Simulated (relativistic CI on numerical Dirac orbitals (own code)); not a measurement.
# Radial parameters of Bi64+

These numbers are calculated, not measured: Dirac-Coulomb-Breit CI, orbitals from a KLI potential per configuration, QED by a radiative potential, unscaled Slater integrals (own radial code, finite nucleus).

Slater integrals F^k, G^k are unscaled and averaged over j, outside the closed core [Ne]; ζ comes from projecting the Hamiltonian with its Breit term on Σ l·s of the shell.

- 3s²3p⁶3d: ζ(3d) = 426020 cm⁻¹; <r>(3d) = 0.1434, <r^2>(3d) = 0.02374 (bohr units).
- 3s²3p⁵3d²: ζ(3p) = 3.2131e+06, F^2(3d,3d) = 714890, F^4(3d,3d) = 462660, F^2(3p,3d) = 612620, G^1(3p,3d) = 640680, G^3(3p,3d) = 430760, ζ(3d) = 423230 cm⁻¹; <r>(3p) = 0.1603, <r^2>(3p) = 0.02988, <r>(3d) = 0.1435, <r^2>(3d) = 0.02379 (bohr units).
- 3s3p⁶3d²: F^2(3d,3d) = 714600, F^4(3d,3d) = 462460, G^2(3s,3d) = 502450, ζ(3d) = 424810 cm⁻¹; <r>(3s) = 0.1615, <r^2>(3s) = 0.02988, <r>(3d) = 0.1436, <r^2>(3d) = 0.02381 (bohr units).

Problem. Give the Racah parameters of the d shell in 3s²3p⁵3d².

Solution. B = F²/49 − 5F⁴/441 = 9344 cm⁻¹ and C = 35F⁴/441 = 36719 cm⁻¹.

Averages of the first 10 configurations, taken without configuration mixing, which lowers the lowest level and can move excited configurations by several eV; other configurations of the list can lie among them:

```
Configuration  Parity  States  Average energy above the lowest level (eV)
     3s²3p⁶3d    even      10                                        80.1
    3s²3p⁵3d²     odd     270                                       673.2
     3s3p⁶3d²    even      90                                      1337.4
     3s²3p⁶4s    even       2                                      2801.8
     3s²3p⁶4p     odd       6                                      3057.6
     3s²3p⁶4d    even      10                                      3300.8
   3s²3p⁵3d4s     odd     120                                      3382.6
     3s²3p⁶4f     odd      14                                      3451.9
   3s²3p⁵3d4p    even     360                                      3638.7
       3p⁶3d³    even     120                                      2608.4
```
